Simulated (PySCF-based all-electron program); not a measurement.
GaSbH2F2, singlet: all-electron forces

Calculated with an in-house all-electron program built on PySCF, in large uncontracted Gaussian sets near the basis limit; the spin-free Dirac equation, no spin–orbit coupling, spin-restricted. Forces are good to about 0.030 eV/Å. Atoms are numbered as listed.

Shape A:

```csv
atom,x (Å),y (Å),z (Å)
Ga,0.0000,0.0000,0.0000
Sb,0.0000,0.0000,2.6010
F,-0.0638,1.4606,-1.0048
F,-0.0638,-1.4606,-1.0048
H,1.2075,1.2287,2.5348
H,1.2075,-1.2287,2.5348
```

PBE forces:

```csv
atom,Fx,Fy,Fz (eV/Å)
Ga1,-0.021,0.000,-0.152
Sb2,0.016,0.000,0.024
F3,0.009,-0.094,0.063
F4,0.009,0.094,0.063
H5,-0.006,-0.008,0.000
H6,-0.006,0.008,0.000
```

Shape B:

```xyz
6

Ga    0.0000    0.0000    0.0000
Sb    0.0000    0.0000    2.3409
F    -0.0638    1.4606   -1.0048
F    -0.0638   -1.4606   -1.0048
H     1.2075    1.2287    2.2747
H     1.2075   -1.2287    2.2747
```

Against shape A, Ga1–Sb2 goes from 2.601 to 2.341 Å.

(1) What forces does PBE give in shape B?

Answers

(1) 

| atom | Fx | Fy | Fz (eV/Å) |
| --- | --- | --- | --- |
| Ga1 | 0.001 | 0.000 | -3.083 |
| Sb2 | 0.080 | 0.000 | 3.037 |
| F3 | -0.006 | -0.106 | 0.004 |
| F4 | -0.006 | 0.106 | 0.004 |
| H5 | -0.035 | -0.009 | 0.019 |
| H6 | -0.035 | 0.009 | 0.019 |
